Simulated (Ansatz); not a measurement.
Start from `CS[SiH](N)Cl` and change one atom or group to get `N[SiH](Cl)CCl`.

Ansatz, PBE0-D4/def2-TZVP geometries, multiplicity 1. Each molecule was computed in one conformer, which needn't be the lowest.

| property | `CS[SiH](N)Cl` |
| --- | --- |
| HOMO–LUMO gap (B3LYP/def2-TZVPP) / eV | 6.88 |
| HOMO–LUMO gap (PBE0/def2-TZVPP) / eV | 7.38 |
| HOMO energy (ωB97M-V/def2-TZVPP) / eV | -9.33 |
| HOMO–LUMO gap (ωB97M-V/def2-TZVPP) / eV | 11.32 |
| size of the dipole moment (PBE/def2-TZVPP) / D | 2.46 |
| LUMO energy (PBE0/def2-TZVPP) / eV | 0.24 |

(1) Give the same properties after the change, and the shifts. (An estimate is asked.)

Answers

(1) The calculation gave: 
```json
{"property": "HOMO–LUMO gap (B3LYP/def2-TZVPP) / eV", "`N[SiH](Cl)CCl`": "7.51", "shift": "0.63"}
{"property": "HOMO–LUMO gap (PBE0/def2-TZVPP) / eV", "`N[SiH](Cl)CCl`": "8.01", "shift": "0.63"}
{"property": "HOMO energy (ωB97M-V/def2-TZVPP) / eV", "`N[SiH](Cl)CCl`": "-10.33", "shift": "-1.00"}
{"property": "HOMO–LUMO gap (ωB97M-V/def2-TZVPP) / eV", "`N[SiH](Cl)CCl`": "12.16", "shift": "0.84"}
{"property": "size of the dipole moment (PBE/def2-TZVPP) / D", "`N[SiH](Cl)CCl`": "1.85", "shift": "-0.61"}
{"property": "LUMO energy (PBE0/def2-TZVPP) / eV", "`N[SiH](Cl)CCl`": "0.00", "shift": "-0.24"}
```

With PBE0 the HOMO falls by 0.88 eV and the LUMO falls by 0.24 eV, so the gap widens by about 0.64 eV. PBE moves the HOMO by -0.65 eV and ωB97M-V by -1.00 eV. The zero-point energy changes by -27.8 kJ/mol with -3 modes. Dipoles are sizes alone; their direction can turn.

B3LYP here is the variant with VWN-RPA as its local correlation; programs differ in this.
